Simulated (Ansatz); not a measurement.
The cluster SiTe₂⁻, relaxed as a quartet with UKS r2SCAN-D4/def2-TZVPD in Ansatz, starting from the r2SCAN-D4/def2-TZVPD geometry of the charge -1 doublet. Force threshold 0.02 eV/Å.

In the def2 sets Te takes a core potential; there is no spin–orbit coupling. The highest occupied level of the charge -1 quartet lies above zero (up to 0.78 eV). The electron is either unbound and held by the finite basis, or the level is raised by self-interaction error. At r2SCAN-D4/def2-TZVPD a doublet of charge -1 lies 1.74 eV below the quartet, each at its own geometry. The structure comes from a short search, and lower isomers may exist.

Start:

```xyz
3

Si   -0.421   -0.472   -0.051
Te    0.574    0.146   -2.124
Te   -0.153    0.327    2.175
```

**Question.** Estimate the energy that the relaxation releases and the steps that it takes.

**Answer.** 7.8 kcal/mol, in 5 steps; 21 s on 4 threads of Arm Neoverse V2 on a shared host. No frequencies were taken in this run, so the end may be a saddle point.

**Question.** Does the start keep its bonding and symmetry?

**Answer.** By distances, no bond broke or formed. The bond that changes most is Si1–Te2, from 2.38 to 2.47 Å (atoms count from 1). Point group C2v at the start, C2v at the end, both within 0.05 Å.

**Question.** Predict the relaxed structure.

**Answer.** 
Cartesian coordinates in Å:
```
Si -0.690 -0.773 -0.084
Te 0.665 0.307 -1.848
Te 0.025 0.466 1.932
```
Bond lengths: 2 × Si–Te 2.47 Å.
